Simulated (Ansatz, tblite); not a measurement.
Cost and result up the ladder for the cluster SbTe2⁺ (3 atoms). Total charge 1; singlet. Geometry: PBE0-D4/def2-SVP.

```
atom   x (Å)   y (Å)   z (Å)
 Sb1   0.098  -1.300  -0.733
 Te2  -1.482   0.579   0.300
 Te3   1.384   0.720   0.433
```

Ansatz on 4 threads of Intel Xeon Platinum 8488C on a shared host; xTB runs through tblite on one thread. Times are rough, summed over both states, and most runs start from the orbitals of an earlier one. RPA@PBE/def2-TZVP serves as the yardstick here, not as an exact answer. The other state is a triplet at its own geometry.

In the def2 sets Sb, Te take a core potential; there is no spin–orbit coupling. The xTB rows come from tblite. B3LYP takes the VWN-RPA correlation. HSE06 is defined as in plane-wave codes, on full-range PBE exchange. Correlated methods freeze 12 core orbitals; core or outer-core shells of Sb, Te are correlated, in sets that lack core-valence functions. The structure comes from a short search, and lower isomers may exist.

Run but left out: HF/STO-3G (singlet: restricted singlet, unstable in another Hartree–Fock run and untested here); HF/def2-TZVP (singlet: restricted singlet, unstable towards broken spin symmetry).

Correlated methods converge slowly with the basis.

xTB has no spin-polarisation term.

```tsv
level	functions	wall time	triplet − singlet (eV)	difference from RPA@PBE/def2-TZVP (eV)	remarks
GFN1-xTB	27	0.005 s	1.20	0.99	–
GFN2-xTB	27	0.009 s	0.75	0.54	–
PBE-D4/def2-TZVP (with forces)	150	2.2 s	0.16	-0.05	–
B3LYP-D4/def2-TZVP	150	3.4 s	0.09	-0.12	–
PBE0-D4/def2-TZVP	150	3.7 s	0.01	-0.20	–
HSE06-D4/def2-TZVP	150	3.9 s	0.01	-0.20	–
r2SCAN-D4/def2-TZVP	150	4.2 s	-0.01	-0.21	–
BHLYP-D4/def2-TZVP	150	4.5 s	-0.08	-0.29	–
MP2/def2-TZVP	150	5 s	0.15	-0.05	restricted SCF unstable (singlet)
r2SCAN0-D4/def2-TZVP	150	5.5 s	-0.13	-0.34	–
RPA@PBE/def2-TZVP	150	6.1 s	0.20	0.00	–
B97M-V/def2-TZVP	150	7.1 s	0.06	-0.15	–
```
